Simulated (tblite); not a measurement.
Input of a run (GFN2-xTB geometry optimisation, gas phase (tblite 0.8.0)), started from a force field or distance geometry:
```
{"job": {"kind": "relax", "xc": "GFN2-xTB", "basis": "xTB"}, "charge": 0, "multiplicity": 2}
N     -2.630800    -0.428600     1.883800
C     -2.046100    -0.062100     0.592800
C     -0.671400     0.548400     0.544700
N      0.211400    -0.439600    -0.039000
Si     1.839000    -0.147000    -0.417700
H     -2.589800    -0.273100    -0.333600
H     -0.359600     0.855500     1.541200
H     -0.744600     1.444100    -0.093200
H      0.195400    -1.281500     0.558200
H      2.534700     0.158000     0.846300
H      2.381400    -1.377900    -1.038400
H      1.881700     1.003100    -1.350400
```

Output (eV, eV/Å):
```
step      E/eV     max force
  0    -415.64962    9.215
  1    -417.14345    1.462
  2    -417.18048    0.953
  3    -417.20286    0.612
  4    -417.21229    0.373
  5    -417.23011    0.328
  6    -417.23818    0.394
  7    -417.24959    0.388
  8    -417.25767    0.236
  9    -417.26482    0.229
 10    -417.26975    0.191
 11    -417.27341    0.157
 12    -417.27629    0.125
 13    -417.27849    0.149
 14    -417.28022    0.129
 15    -417.28189    0.129
 16    -417.28337    0.100
 17    -417.28452    0.087
 18    -417.28554    0.091
 19    -417.28676    0.107
 20    -417.28840    0.119
 21    -417.29044    0.114
 22    -417.29261    0.136
 23    -417.29478    0.135
 24    -417.29722    0.145
 25    -417.30025    0.165
 26    -417.30385    0.153
 27    -417.30780    0.181
 28    -417.31192    0.205
 29    -417.31599    0.178
 30    -417.31976    0.163
 31    -417.32396    0.204
 32    -417.33040    0.257
 33    -417.33941    0.270
 34    -417.34702    0.213
 35    -417.35134    0.204
 36    -417.34601    0.764
 37    -417.35491    0.132
 38    -417.35596    0.101
 39    -417.36102    0.143
 40    -417.36330    0.159
 41    -417.36714    0.224
 42    -417.37046    0.158
 43    -417.37356    0.145
 44    -417.37624    0.237
 45    -417.37740    0.183
 46    -417.38010    0.127
 47    -417.38329    0.122
 48    -417.39019    0.234
 49    -417.39374    0.315
 50    -417.39783    0.193
 51    -417.40130    0.378
 52    -417.40419    0.127
 53    -417.40613    0.113
 54    -417.40700    0.098
 55    -417.40743    0.071
 56    -417.40790    0.063
 57    -417.40875    0.114
 58    -417.40956    0.087
 59    -417.41023    0.077
 60    -417.41064    0.053
 61    -417.41102    0.077
 62    -417.41147    0.082
 63    -417.41214    0.078
 64    -417.41298    0.059
 65    -417.41376    0.067
 66    -417.41437    0.048
 67    -417.41486    0.059
 68    -417.41528    0.048
 69    -417.41567    0.038
 70    -417.41586    0.041
 71    -417.41622    0.055
 72    -417.41669    0.048
 73    -417.41721    0.045
 74    -417.41754    0.043
 75    -417.41771    0.041
 76    -417.41787    0.041
 77    -417.41817    0.043
 78    -417.41866    0.052
 79    -417.41933    0.073
 80    -417.42010    0.081
 81    -417.42093    0.079
 82    -417.42184    0.078
 83    -417.42292    0.097
 84    -417.42411    0.126
 85    -417.42573    0.115
 86    -417.42796    0.139
 87    -417.43275    0.204
 88    -417.43919    0.217
 89    -417.44393    0.154
 90    -417.44370    0.314
 91    -417.44367    0.312
 92    -417.44511    0.374
 93    -417.44810    0.107
 94    -417.44877    0.171
 95    -417.45070    0.235
 96    -417.45344    0.205
 97    -417.45486    0.119
 98    -417.45573    0.085
 99    -417.45641    0.132
100    -417.45704    0.068
101    -417.45794    0.071
102    -417.45876    0.089
103    -417.45956    0.122
104    -417.46009    0.071
105    -417.46065    0.078
106    -417.46120    0.096
107    -417.46178    0.054
108    -417.46253    0.053
109    -417.46285    0.045
110    -417.46311    0.037
111    -417.46326    0.024
112    -417.46336    0.019
113    -417.46341    0.016
114    -417.46344    0.013
115    -417.46345    0.011
116    -417.46347    0.011
117    -417.46349    0.013
118    -417.46351    0.015
119    -417.46354    0.016
120    -417.46359    0.019
121    -417.46367    0.021
122    -417.46377    0.028
123    -417.46388    0.027
124    -417.46396    0.020
125    -417.46403    0.023
126    -417.46411    0.032
127    -417.46424    0.044
128    -417.46443    0.066
129    -417.46465    0.062
130    -417.46485    0.091
131    -417.46492    0.056
132    -417.46504    0.049
133    -417.46508    0.030
134    -417.46512    0.016
135    -417.46514    0.007
```

Q: Summarise the run.

A: The energy falls by 175.2 kJ/mol over 135 L-BFGS steps, the largest force on an atom goes from 9.21 to 0.007 eV/Å, and the atoms move by 1.111 Å rms after alignment. The bond that changes most is N1=C2 (ends: nitrogen bonded to C; carbon bonded to C, N and H), which shortens by 0.252 Å. Bonds longer at the end by more than 0.005 Å: 2 of 11; shorter: 7. Among the angles that change most is Si5–N4–H9, from 106.5° to 118.0°. Among the dihedrals that turn most is H8–C3–N4–Si5, from 58° to -43°. The energy rose by more than 1e-5 eV at steps 36, 90 and 91. The first step brought 82 % of the lowering.

Q: What are the final bond lengths?

A: N1=C2 1.212 Å, C2–C3 1.557 Å, C3–N4 1.419 Å, N4–Si5 1.731 Å, C2–H6 1.097 Å, C3–H7 1.092 Å, C3–H8 1.093 Å, N4–H9 1.009 Å, Si5–H10 1.462 Å, Si5–H11 1.457 Å, Si5–H12 1.470 Å. Numbering counts from 1 in the input's order; the species is `[SiH3]NCC=[N]` [radical].

On one thread of an Arm Neoverse V1 (shared host), this took 0.57 s wall.

Its GFN2-xTB frequencies are all real (lowest 59 cm⁻¹).

One conformer stands for the species.

These are computed values.
